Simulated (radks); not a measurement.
These are the eigenvalues of the occupied orbitals of an atom or ion with whole-number occupations (hartree). Calculated with a radial shooting solver on a logarithmic mesh with Libxc functionals: Dirac Kohn-Sham, PBE, spin-unpolarised, spherical densities, finite nucleus; Fermi nuclear charge, rms radius of each element as measured or else 0.836 A^(1/3) + 0.57 fm.

| orbital | eigenvalue |
|---|---|
| 1s1/2 | -1368.244 |
| 2s1/2 | -216.3620 |
| 2p1/2 | -203.8252 |
| 2p3/2 | -189.7969 |
| 3s1/2 | -45.83814 |
| 3p1/2 | -40.57519 |
| 3p3/2 | -37.86358 |
| 3d3/2 | -28.62900 |
| 3d5/2 | -28.05099 |
| 4s1/2 | -9.16245 |
| 4p1/2 | -7.24913 |
| 4p3/2 | -6.68399 |
| 4d3/2 | -3.55898 |
| 4d5/2 | -3.46292 |
| 5s1/2 | -1.44401 |
| 5p1/2 | -0.94803 |
| 5p3/2 | -0.87137 |
| 6s1/2 | -0.27862 |

Which element is it, and in what charge state? The configuration may be excited. Open shells, if any, are shared by 2j + 1.

Answer. Z = 56, barium, charge +1: Ba+ in [Xe] 6s1. The list shows which subshells hold electrons but not how many an open one holds; the 1s level, -1368.2 hartree, gives Z - s = 52.3 by -(Z - s)^2/2, which with screening and relativity narrows Z to a few neighbours, and the depths of the outer levels then fix element, charge and occupations together.
